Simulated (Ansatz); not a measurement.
Ideal-gas functions of ClGeH$_{4}$Si (`[SiH3][GeH][Cl]`) radical at 800 K and 1 bar, from an Ansatz frequency run at PBE0-D4/def2-TZVP.

Molar mass 140.18 g/mol, point group C1 (symmetry number 1), electronic degeneracy 2, moments of inertia 73.204, 234.836, 299.117 u Å². Harmonic wavenumbers (cm⁻¹, unscaled): 86, 94, 329, 383, 415, 501, 562, 674, 856, 928, 934, 2077, 2217, 2235, 2250.

Use S(trans) = R[1.5 ln M + 2.5 ln T − 1.1517]; rotational temperatures θ = 24.2544 K / I; S(rot) = R[ln(√π/σ · √(T³/θAθBθC)) + 1.5]; for each mode x = 1.438777 ν̃/T, S = R[x/(eˣ − 1) − ln(1 − e⁻ˣ)] and H = RT x/(eˣ − 1); 1 cm⁻¹ = 0.0119627 kJ/mol; R = 8.31446 J/(mol·K).

Problem. By hand: the entropy, in J/(mol·K).

Solution. Translation 191.0. Rotation: θ = 0.3313, 0.1033, 0.0811 K, giving 125.1. Vibration, mode by mode: 23.84, 23.10, 12.80, 11.58, 10.94, 9.46, 8.57, 7.21, 5.50, 4.96, 4.92, 0.96, 0.78, 0.76, 0.75, in all 126.1. Electronic 5.8. Sum 448.0 J/(mol·K).

Problem. By hand: H − E and G − E in kJ/mol, counted from the electronic energy.

Solution. Zero-point energy ½ × 14541 × 0.0119627 = 87.0; thermal vibration 47.6; translation, rotation and pV give 4 RT = 26.6. H − E = 161.2 kJ/mol, and G − E = 161.2 − 800 × 448.0/1000 = -197.2 kJ/mol.

Vibration gives 28 % of the entropy, 46.9 J/(mol·K) of it from the modes under 150 cm⁻¹: soft modes count most, and the harmonic formula is weakest for them. The sum counts one conformer and one mirror image; others add a mixing term.
